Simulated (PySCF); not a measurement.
C3H5BFNO, SMILES CB(F)/C=N/C=O.

Geometry: B3LYP-D3(BJ)/def2-SVP. The structure was generated by enumeration; whether it is a known compound was not checked. The values are those of a single conformer.

All values below come from TDDFT-PBE/def2-SVPD run with PySCF 2.14.0.

Vertical excitations. The molecule is in vacuum.

```json
[
 {"state": "S1", "energy (eV)": "2.57", "λ (nm)": "482", "f": "0.000", "main pairs": "HOMO→LUMO 99 %"},
 {"state": "S2", "energy (eV)": "3.79", "λ (nm)": "327", "f": "0.004", "main pairs": "HOMO−1→LUMO 99 %"},
 {"state": "S3", "energy (eV)": "4.69", "λ (nm)": "264", "f": "0.001", "main pairs": "HOMO−2→LUMO 77 %, HOMO→LUMO+1 23 %"},
 {"state": "S4", "energy (eV)": "4.80", "λ (nm)": "258", "f": "0.018", "main pairs": "HOMO→LUMO+1 74 %, HOMO−2→LUMO 22 %"},
 {"state": "S5", "energy (eV)": "5.65", "λ (nm)": "219", "f": "0.006", "main pairs": "HOMO→LUMO+2 96 %"},
 {"state": "S6", "energy (eV)": "5.92", "λ (nm)": "209", "f": "0.003", "main pairs": "HOMO−1→LUMO+1 57 %, HOMO→LUMO+3 15 %, HOMO−4→LUMO 12 %, HOMO−3→LUMO 11 %"},
 {"state": "S7", "energy (eV)": "5.99", "λ (nm)": "207", "f": "0.002", "main pairs": "HOMO→LUMO+3 84 %"},
 {"state": "S8", "energy (eV)": "6.12", "λ (nm)": "203", "f": "0.079", "main pairs": "HOMO−4→LUMO 49 %, HOMO−1→LUMO+1 22 %, HOMO−3→LUMO 15 %, HOMO−2→LUMO+1 8 %"},
 {"state": "S9", "energy (eV)": "6.28", "λ (nm)": "197", "f": "0.171", "main pairs": "HOMO−3→LUMO 43 %, HOMO−4→LUMO 24 %, HOMO−6→LUMO 16 %"},
 {"state": "S10", "energy (eV)": "6.53", "λ (nm)": "190", "f": "0.088", "main pairs": "HOMO−5→LUMO 62 %, HOMO−6→LUMO 14 %"},
 {"state": "T1", "energy (eV)": "2.22", "λ (nm)": "559", "f": "0", "main pairs": "HOMO→LUMO 99 %"},
 {"state": "T2", "energy (eV)": "3.26", "λ (nm)": "381", "f": "0", "main pairs": "HOMO−1→LUMO 98 %"},
 {"state": "T3", "energy (eV)": "4.19", "λ (nm)": "296", "f": "0", "main pairs": "HOMO→LUMO+1 98 %"},
 {"state": "T4", "energy (eV)": "4.30", "λ (nm)": "288", "f": "0", "main pairs": "HOMO−3→LUMO 95 %"}
]
```
Triplets are in the Tamm–Dancoff approximation, which puts them higher than full response would, so one can lie above its singlet here.
